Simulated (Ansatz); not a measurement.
# Errors in the atomisation enthalpy at 298 K

10 molecules with two or more fluorines; the atomisation enthalpy at 298 K in kJ/mol, computed less measured. Shapes, held fixed at every level: PBE0-D4/def2-TZVP. Flexible molecules stand in one conformer, not always the lowest. Thermal terms are harmonic and unscaled (PBE0-D4/def2-TZVP); the spin-orbit lowering of the free atoms is taken from their spectra. Programs: Ansatz 0.2.0. Measured values: Active Thermochemical Tables, CRC Handbook of Chemistry and Physics, NIST-JANAF tables.

Levels: A = SPW92/def2-TZVPP; B = r2SCAN-D4/def2-TZVPP; C = MP2/def2-TZVPP.

```tsv
molecule	from tabulated heats	A	B	C
SF2 (sulfur difluoride)	732	+251	-4	-1
CClF3 (SMILES FC(F)(F)Cl)	1787	+477	+26	+50
CHBrF2 (bromodifluoromethane)	1630	+385	+19	+27
SF4 (sulfur tetrafluoride)	1358	+506	+38	+40
C2F3N (cyanotrifluoromethane)	2640	+624	+9	+66
C2Cl4F2 (1,1,1,2-tetrachloro-2,2-difluoroethane)	2568	+744	+84	+113
C2ClF5 (chloropentafluoroethane)	3071	+822	+57	+98
C2H3F3 (1,1,2-trifluoroethane)	3057	+515	-53	-48
C2H4F2 (1,1-difluoroethane)	2965	+504	+11	-6
C2HF3O2 (trifluoroacetic acid)	3420	+815	+30	+67
```

Sum up the errors.


```
               level                 kind  mean error  mean absolute error  worst case
    SPW92/def2-TZVPP                  LDA      +564.3                564.3      C2ClF5
r2SCAN-D4/def2-TZVPP             meta-GGA       +21.7                 33.1     C2Cl4F2
      MP2/def2-TZVPP  perturbation theory       +40.6                 51.6     C2Cl4F2
```

On this set r2SCAN-D4/def2-TZVPP has the smallest mean absolute error and SPW92/def2-TZVPP the largest. SPW92/def2-TZVPP is too high in 10 of 10; r2SCAN-D4/def2-TZVPP is too high in 8 of 10; MP2/def2-TZVPP is too high in 7 of 10. The heats of SF2, C2F3N, C2ClF5, C2HF3O2 come from older tables and can be uncertain by 10 kJ/mol or more. The tabulated values of SF4, C2Cl4F2, C2H3F3 are in doubt (older tables, estimates, or at odds with other calculations) and kept here. Over the 7 molecules whose values aren't doubted the mean absolute errors are A 554.0; B 22.3; C 45.0. Correlated wave functions converge slowly with the basis. Relativity is left out for Br. Outer-core shells of Br are correlated, in sets that cover them unevenly. The set is small.
